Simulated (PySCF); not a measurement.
# Computed records: FHOSi, Al2H4

All values are calculated (PySCF 2.14.0). Calculation on a computer-drawn molecule: vertical ionisation energy to the stated ion spin, frozen-core CCSD(T) at the basis limit and cheaper methods, single-reference cases, UHF for radicals, no spin-orbit; all values are single points at the evaluated structure, the first of each entry, which is the reference or a displaced copy of it and isn't optimised; the reference structure only sets the zero of the energies above reference; triples share is (T) over the correlation energy.

Common to all runs: charge 0; multiplicity 1; ion multiplicity 2; diffuse functions no; basis cc-pV(n+d)Z; reference is the Hartree-Fock double-zeta minimum; best is HF at quadruple zeta + MP2 correlation extrapolated from triple and quadruple zeta + CCSD(T) minus MP2 at triple zeta; basis step is the size of the change from the same recipe one zeta lower.

```yaml
- entry: 1
  formula: FHOSi
  evaluated_structure:
    atoms_angstrom:
      - [O, -1.7999, 0.7582, -1.3567]
      - [Si, -1.2854, 2.0598, -2.2997]
      - [F, 0.2938, 1.5579, -2.2673]
      - [H, -3.0321, 0.6355, -0.9986]
  reference_structure:
    atoms_angstrom:
      - [O, -1.8064, 0.7329, -1.3031]
      - [Si, -1.2864, 1.9693, -2.2465]
      - [F, 0.2841, 1.5782, -2.3043]
      - [H, -2.7273, 0.6917, -1.0861]
  given:
    drawn_bonds_atom: [1, 2, 1]
    drawn_bonds_other_atom: [2, 3, 4]
    drawn_bonds_order: [1, 1, 1]
  results:
    "ionisation_energy_best [eV]": 10.42
    "ionisation_energy_basis_step [eV]": 0.1099
    "energy_above_reference_best [kcal/mol]": 36.02
    "energy_above_reference_basis_step [kcal/mol]": 0.8344
    triple_zeta_method: [HF, PBE, r2SCAN, B3LYP, wB97X, MP2, CCSD, "CCSD(T)"]
    "triple_zeta_ionisation_energy [eV]": [9.413, 9.924, 9.933, 10.18, 10.22, 10.07, 10.24, 10.21]
    "triple_zeta_energy_above_reference [kcal/mol]": [47.01, 31.02, 35.09, 35.0, 37.52, 36.28, 37.89, 36.27]
    "ionisation_energy_Koopmans_at_triple_zeta [eV]": 10.45
    "ionisation_energy_EOM_CCSD_at_triple_zeta [eV]": 10.27
    "total_energy_HF_triple_zeta [hartree]": -463.9115
    "total_energy_CCSD(T)_triple_zeta [hartree]": -464.5527
    "total_energy_best [hartree]": -464.6621
    T1_diagnostic_at_triple_zeta: 0.01722
    D1_diagnostic_at_triple_zeta: 0.0498
    ion_T1_diagnostic_at_triple_zeta: 0.02511
    ion_D1_diagnostic_at_triple_zeta: 0.07798
    ion_spin_squared_at_triple_zeta: 0.7859
    triples_share_at_triple_zeta: 0.03639
    basis_functions_triple_zeta: 113
    "dipole_magnitude_HF_at_triple_zeta [debye]": 3.242
    "dipole_magnitude_CCSD_unrelaxed_at_triple_zeta [debye]": 2.929
    "dipole_magnitude_PBE_at_triple_zeta [debye]": 2.741
    "dipole_magnitude_r2SCAN_at_triple_zeta [debye]": 2.826
    "dipole_magnitude_B3LYP_at_triple_zeta [debye]": 2.935
    "dipole_magnitude_wB97X_at_triple_zeta [debye]": 2.978
- entry: 2
  formula: FHOSi
  evaluated_structure:
    atoms_angstrom:
      - [O, -1.8049, 0.771, -1.3266]
      - [Si, -1.2552, 1.9266, -2.2295]
      - [F, 0.5333, 1.5132, -2.2941]
      - [H, -2.6931, 0.6885, -1.1069]
  reference_structure:
    atoms_angstrom:
      - [O, -1.8064, 0.7329, -1.3031]
      - [Si, -1.2864, 1.9693, -2.2465]
      - [F, 0.2841, 1.5782, -2.3043]
      - [H, -2.7273, 0.6917, -1.0861]
  given:
    drawn_bonds_atom: [1, 2, 1]
    drawn_bonds_other_atom: [2, 3, 4]
    drawn_bonds_order: [1, 1, 1]
  results:
    "ionisation_energy_best [eV]": 10.57
    "ionisation_energy_basis_step [eV]": 0.1163
    "energy_above_reference_best [kcal/mol]": 15.78
    "energy_above_reference_basis_step [kcal/mol]": 0.4037
    triple_zeta_method: [HF, PBE, r2SCAN, B3LYP, wB97X, MP2, CCSD, "CCSD(T)"]
    "triple_zeta_ionisation_energy [eV]": [9.569, 10.08, 10.08, 10.35, 10.38, 10.22, 10.38, 10.36]
    "triple_zeta_energy_above_reference [kcal/mol]": [17.17, 13.7, 15.19, 14.5, 14.97, 15.8, 16.36, 16.05]
    "ionisation_energy_Koopmans_at_triple_zeta [eV]": 10.52
    "ionisation_energy_EOM_CCSD_at_triple_zeta [eV]": 10.44
    "total_energy_HF_triple_zeta [hartree]": -463.9591
    "total_energy_CCSD(T)_triple_zeta [hartree]": -464.5849
    "total_energy_best [hartree]": -464.6943
    T1_diagnostic_at_triple_zeta: 0.01586
    D1_diagnostic_at_triple_zeta: 0.0441
    ion_T1_diagnostic_at_triple_zeta: 0.02322
    ion_D1_diagnostic_at_triple_zeta: 0.07397
    ion_spin_squared_at_triple_zeta: 0.7719
    triples_share_at_triple_zeta: 0.03398
    basis_functions_triple_zeta: 113
    "dipole_magnitude_HF_at_triple_zeta [debye]": 4.111
    "dipole_magnitude_CCSD_unrelaxed_at_triple_zeta [debye]": 3.809
    "dipole_magnitude_PBE_at_triple_zeta [debye]": 3.588
    "dipole_magnitude_r2SCAN_at_triple_zeta [debye]": 3.678
    "dipole_magnitude_B3LYP_at_triple_zeta [debye]": 3.784
    "dipole_magnitude_wB97X_at_triple_zeta [debye]": 3.819
- entry: 3
  formula: Al2H4
  evaluated_structure:
    atoms_angstrom:
      - [Al, 0.0298, -0.9609, -0.7328]
      - [Al, 1.8459, 0.8006, -0.0494]
      - [H, -1.1239, -0.6282, -1.7685]
      - [H, 0.0288, -2.4401, -0.1389]
      - [H, 1.6077, 1.9289, 1.3751]
      - [H, 3.2118, 0.9591, -0.8373]
  reference_structure:
    atoms_angstrom:
      - [Al, 0.0337, -0.9673, -0.7349]
      - [Al, 1.8453, 0.8036, -0.0473]
      - [H, -1.1233, -0.6287, -1.7708]
      - [H, 0.0292, -2.4411, -0.1396]
      - [H, 1.6383, 1.783, 1.1873]
      - [H, 3.2136, 0.9595, -0.841]
  given:
    drawn_bonds_atom: [1, 1, 1, 2, 2]
    drawn_bonds_other_atom: [2, 3, 4, 5, 6]
    drawn_bonds_order: [1, 1, 1, 1, 1]
  results:
    "ionisation_energy_best [eV]": 9.196
    "ionisation_energy_basis_step [eV]": 0.03569
    "energy_above_reference_best [kcal/mol]": 6.475
    "energy_above_reference_basis_step [kcal/mol]": 0.03403
    triple_zeta_method: [HF, PBE, r2SCAN, B3LYP, wB97X, MP2, CCSD, "CCSD(T)"]
    "triple_zeta_ionisation_energy [eV]": [8.353, 8.772, 8.851, 8.956, 9.09, 9.076, 9.085, 9.102]
    "triple_zeta_energy_above_reference [kcal/mol]": [6.969, 5.275, 6.121, 6.337, 6.644, 6.972, 6.458, 6.352]
    "ionisation_energy_Koopmans_at_triple_zeta [eV]": 9.275
    "ionisation_energy_EOM_CCSD_at_triple_zeta [eV]": 9.175
    "total_energy_HF_triple_zeta [hartree]": -486.1341
    "total_energy_CCSD(T)_triple_zeta [hartree]": -486.3423
    "total_energy_best [hartree]": -486.3664
    T1_diagnostic_at_triple_zeta: 0.01195
    D1_diagnostic_at_triple_zeta: 0.02329
    ion_T1_diagnostic_at_triple_zeta: 0.02534
    ion_D1_diagnostic_at_triple_zeta: 0.06309
    ion_spin_squared_at_triple_zeta: 0.7988
    triples_share_at_triple_zeta: 0.02232
    basis_functions_triple_zeta: 134
    "dipole_magnitude_HF_at_triple_zeta [debye]": 0.6763
    "dipole_magnitude_CCSD_unrelaxed_at_triple_zeta [debye]": 0.5693
    "dipole_magnitude_PBE_at_triple_zeta [debye]": 0.5378
    "dipole_magnitude_r2SCAN_at_triple_zeta [debye]": 0.5657
    "dipole_magnitude_B3LYP_at_triple_zeta [debye]": 0.5891
    "dipole_magnitude_wB97X_at_triple_zeta [debye]": 0.6209
- entry: 4
  formula: Al2H4
  evaluated_structure:
    atoms_angstrom:
      - [Al, 0.0776, -1.0507, -0.7339]
      - [Al, 1.7845, 0.6659, -0.1312]
      - [H, -1.1431, -0.6154, -1.8288]
      - [H, -0.0967, -2.4188, -0.2017]
      - [H, 1.6539, 1.709, 1.1955]
      - [H, 3.1617, 0.9064, -0.7537]
  reference_structure:
    atoms_angstrom:
      - [Al, 0.0337, -0.9673, -0.7349]
      - [Al, 1.8453, 0.8036, -0.0473]
      - [H, -1.1233, -0.6287, -1.7708]
      - [H, 0.0292, -2.4411, -0.1396]
      - [H, 1.6383, 1.783, 1.1873]
      - [H, 3.2136, 0.9595, -0.841]
  given:
    drawn_bonds_atom: [1, 1, 1, 2, 2]
    drawn_bonds_other_atom: [2, 3, 4, 5, 6]
    drawn_bonds_order: [1, 1, 1, 1, 1]
  results:
    "energy_above_reference_basis_step [kcal/mol]": null
    "ionisation_energy_Koopmans_at_triple_zeta [eV]": null
    ion_spin_squared_at_triple_zeta: null
    triples_share_at_triple_zeta: null
- entry: 5
  formula: Al2H4
  evaluated_structure:
    atoms_angstrom:
      - [Al, 0.1632, -0.9715, -0.6864]
      - [Al, 1.8035, 0.6887, -0.0906]
      - [H, -1.1631, -0.5446, -1.6943]
      - [H, -0.0134, -2.4634, -0.1729]
      - [H, 1.5458, 2.0185, 1.5556]
      - [H, 3.2948, 0.8914, -0.7842]
  reference_structure:
    atoms_angstrom:
      - [Al, 0.0337, -0.9673, -0.7349]
      - [Al, 1.8453, 0.8036, -0.0473]
      - [H, -1.1233, -0.6287, -1.7708]
      - [H, 0.0292, -2.4411, -0.1396]
      - [H, 1.6383, 1.783, 1.1873]
      - [H, 3.2136, 0.9595, -0.841]
  given:
    drawn_bonds_atom: [1, 1, 1, 2, 2]
    drawn_bonds_other_atom: [2, 3, 4, 5, 6]
    drawn_bonds_order: [1, 1, 1, 1, 1]
  results:
    "dipole_magnitude_r2SCAN_at_triple_zeta [debye]": null
    ion_T1_diagnostic_at_triple_zeta: null
    "ionisation_energy_basis_step [eV]": null
    "dipole_magnitude_HF_at_triple_zeta [debye]": null
```

Q: Al2H4 (entry 4): energy above reference basis step?
A: 0.0235 kcal/mol

Q: What ionisation energy Koopmans at triple zeta does the calculation give for Al2H4 (entry 4)?
A: 9.626 eV

Q: Give the missing ion spin squared at triple zeta for Al2H4 (entry 4).
A: 0.7949

Q: Al2H4 (entry 4): triples share at triple zeta?
A: 0.02194

Q: Give the missing dipole magnitude r2SCAN at triple zeta for Al2H4 (entry 5).
A: 1.293 debye

Q: What ion T1 diagnostic at triple zeta does the calculation give for Al2H4 (entry 5)?
A: 0.03796

Q: Estimate the ionisation energy basis step of Al2H4 (entry 5).
A: 0.02711 eV

Q: Estimate the dipole magnitude HF at triple zeta of Al2H4 (entry 5).
A: 1.654 debye

Q: Give the table of triple zeta values for Al2H4 (entry 5).
A: 
Triple zeta:
```csv
method,ionisation energy (eV),energy above reference (kcal/mol)
HF,8.316,32.81
PBE,8.958,25.11
r2SCAN,9.005,27.67
B3LYP,9.134,28.41
wB97X,9.363,29.83
MP2,9.205,31.59
CCSD,9.298,29.39
CCSD(T),9.313,28.89
```

Further results for Al2H4 (entry 4):

* ionisation energy best: 9.519 eV
* ionisation energy basis step: 0.03399 eV
* energy above reference best: 7.362 kcal/mol
* ionisation energy EOM CCSD at triple zeta: 9.499 eV
* total energy HF triple zeta: -486.1319 hartree
* total energy CCSD(T) triple zeta: -486.3407 hartree
* total energy best: -486.3650 hartree
* T1 diagnostic at triple zeta: 0.01198
* D1 diagnostic at triple zeta: 0.02157
* ion T1 diagnostic at triple zeta: 0.02451
* ion D1 diagnostic at triple zeta: 0.0598
* basis functions triple zeta: 134
* dipole magnitude HF at triple zeta: 0.7784 debye
* dipole magnitude CCSD unrelaxed at triple zeta: 0.692 debye
* dipole magnitude PBE at triple zeta: 0.6159 debye
* dipole magnitude r2SCAN at triple zeta: 0.6496 debye
* dipole magnitude B3LYP at triple zeta: 0.6802 debye
* dipole magnitude wB97X at triple zeta: 0.7153 debye

Triple zeta:
```csv
method,ionisation energy (eV),energy above reference (kcal/mol)
HF,8.704,8.354
PBE,9.038,6.83
r2SCAN,9.128,6.939
B3LYP,9.242,7.053
wB97X,9.404,7.134
MP2,9.405,7.732
CCSD,9.414,7.445
CCSD(T),9.425,7.382
```

Further results for Al2H4 (entry 5):

- ionisation energy best: 9.411 eV
- energy above reference best: 28.98 kcal/mol
- energy above reference basis step: 0.1756 kcal/mol
- ionisation energy Koopmans at triple zeta: 9.619 eV
- ionisation energy EOM CCSD at triple zeta: 9.41 eV
- total energy HF triple zeta: -486.0930 hartree
- total energy CCSD(T) triple zeta: -486.3064 hartree
- total energy best: -486.3305 hartree
- T1 diagnostic at triple zeta: 0.0167
- D1 diagnostic at triple zeta: 0.03941
- ion D1 diagnostic at triple zeta: 0.1247
- ion spin squared at triple zeta: 0.8499
- triples share at triple zeta: 0.02468
- basis functions triple zeta: 134
- dipole magnitude CCSD unrelaxed at triple zeta: 1.283 debye
- dipole magnitude PBE at triple zeta: 1.214 debye
- dipole magnitude B3LYP at triple zeta: 1.362 debye
- dipole magnitude wB97X at triple zeta: 1.495 debye
